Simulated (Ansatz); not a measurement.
`[Br][InH][Br]` and `[NH2][In]([Br])[Br]` differ in one atom or group.

Ansatz, PBE0-D4/def2-TZVP geometries, multiplicity 1. Each molecule was computed in one conformer, which needn't be the lowest.

Elements past krypton have def2 core potentials. Scalar relativity is left out up to krypton.

| property | `[Br][InH][Br]` |
| --- | --- |
| HOMO–LUMO gap (B3LYP/def2-TZVPP) / eV | 5.80 |
| size of the dipole moment (ωB97M-V/def2-TZVPP) / D | 2.23 |
| LUMO energy (ωB97M-V/def2-TZVPP) / eV | -0.47 |
| LUMO energy (B3LYP/def2-TZVPP) / eV | -2.30 |
| LUMO energy (PBE/def2-TZVPP) / eV | -2.78 |
| HOMO–LUMO gap (ωB97M-V/def2-TZVPP) / eV | 10.08 |

(1) Give the same properties after the change, and the shifts. (Best estimate.)

Answers

(1) Computed: 
| property | `[NH2][In]([Br])[Br]` | shift |
| --- | --- | --- |
| HOMO–LUMO gap (B3LYP/def2-TZVPP) / eV | 5.23 | -0.57 |
| size of the dipole moment (ωB97M-V/def2-TZVPP) / D | 2.58 | 0.35 |
| LUMO energy (ωB97M-V/def2-TZVPP) / eV | -0.31 | 0.16 |
| LUMO energy (B3LYP/def2-TZVPP) / eV | -2.48 | -0.18 |
| LUMO energy (PBE/def2-TZVPP) / eV | -3.01 | -0.23 |
| HOMO–LUMO gap (ωB97M-V/def2-TZVPP) / eV | 9.95 | -0.13 |

With PBE0 the HOMO rises by 0.42 eV and the LUMO falls by 0.14 eV, so the gap narrows by about 0.56 eV. PBE moves the HOMO by 0.50 eV and ωB97M-V by 0.29 eV. The zero-point energy changes by 50.2 kJ/mol with +6 modes. Dipoles are sizes alone; their direction can turn.

B3LYP here is the variant with VWN-RPA as its local correlation; programs differ in this.

Spin–orbit coupling is left out; it splits and shifts lone-pair levels of the heavy atoms by tenths of an eV.
